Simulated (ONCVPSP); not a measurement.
**Before and after: ONCV potential for Pt (Z = 78)**

platinum, optimised norm-conserving Vanderbilt (ONCV), made with ONCVPSP 4.0.1 (PBE, fully relativistic). Core [Kr] 4d10, reference 4f14 5s2 5p6 5d9 6s1. Waves: 5s+6s: rc 1.30 bohr, ncon 3, nbas 7, qcut 8.2 1/bohr, 2 projectors; 5p: rc 1.45 bohr, ncon 4, nbas 8, qcut 9.6 1/bohr, 2 projectors, debl 3.2 Ha; 5d: rc 2.40 bohr, ncon 3, nbas 7, qcut 5.8 1/bohr, 2 projectors, debl 2.7 Ha; 4f: rc 0.95 bohr, ncon 3, nbas 7, qcut 19.5 1/bohr, 2 projectors, debl 3.7 Ha. Local part: polynomial inside 0.65 bohr (lpopt 5, dvloc0 2 Ha). Core correction: none.

Open shells are filled in proportion to 2j + 1.

Change: s: qcut 7.9; p: qcut 9.2; d: qcut 5.6; f: qcut 18.7.

Cutoffs: the cutoffs (Ha) at which the residual kinetic energy of the hardest occupied pseudo-wave falls to 1 and 0.1 mHa per electron; they do not see the model core or the augmentation charge, which bear on the density cutoff. Errors are all-electron minus pseudo energies relative to the spin-unpolarised reference configuration.

Task: Predict the effect on cutoff, ghosts and configuration errors.

Result: The potential gets neither clearly harder nor softer (159 Ha and 172 Ha → 150 Ha and 162 Ha); both files keep a bound ghost (p, s); of the 4 tests that both files solve, the error grows in 3 and shrinks in 0 by more than 15 % and 0.3 meV (median size 3.5 → 4.2 meV); the range in which the p1/2 phases agree widens (upper end 0.4 → at the end of the scan).

| quantity | base | changed |
| --- | --- | --- |
| cutoff, loose | 159 Ha | 150 Ha |
| cutoff, tight | 172 Ha | 162 Ha |
| loose cutoff by channel | s 28 Ha, p 32 Ha, d 13 Ha, f 159 Ha | s 27 Ha, p 31 Ha, d 13 Ha, f 150 Ha |
| bound ghosts | s, p3/2 | s, p3/2 |
| GHOST(+) flags under 300 eV | p1/2 at 10.9 eV, d5/2 at 91.0 eV, d3/2 at 113.9 eV | p1/2 at 9.4 eV, d5/2 at 93.3 eV, d3/2 at 114.8 eV |
| error for 4f14 5s2 5p6 5d9 6s0, meV [ΔE 9.21 eV] | +1.4 | +1.2 |
| error for 4f14 5s2 5p6 5d8 6s0, meV [ΔE 29.19 eV] | -2.1 | -2.7 |
| error for 4f14 5s2 5p6 5d7 6s0, meV [ΔE 61.41 eV] | +64 | +74 |
| error for 4f14 5s2 5p6 5d9.5 6s0.5, meV [ΔE -0.13 eV] | +4.9 | +5.7 |
| s: phases at 1.32 bohr within 0.05 rad from the reference energy up to (Ha; the scan ends near 5) | to the end of the scan | to the end of the scan |
| p3/2: phases at 1.48 bohr within 0.05 rad from the reference energy up to (Ha; the scan ends near 5) | to the end of the scan | to the end of the scan |
| p1/2: phases at 1.48 bohr within 0.05 rad from the reference energy up to (Ha; the scan ends near 5) | 0.4 | to the end of the scan |
| d5/2: phases at 2.44 bohr within 0.05 rad from the reference energy up to (Ha; the scan ends near 5) | to the end of the scan | to the end of the scan |
| d3/2: phases at 2.44 bohr within 0.05 rad from the reference energy up to (Ha; the scan ends near 5) | to the end of the scan | 4.2 |
| f7/2: phases at 0.97 bohr within 0.05 rad from the reference energy up to (Ha; the scan ends near 5) | to the end of the scan | to the end of the scan |
| f5/2: phases at 0.97 bohr within 0.05 rad from the reference energy up to (Ha; the scan ends near 5) | to the end of the scan | to the end of the scan |

 A true bound ghost makes a file unfit for plane-wave use even where its test errors are small: the radial tests pick states by their node count and pass the ghost by.
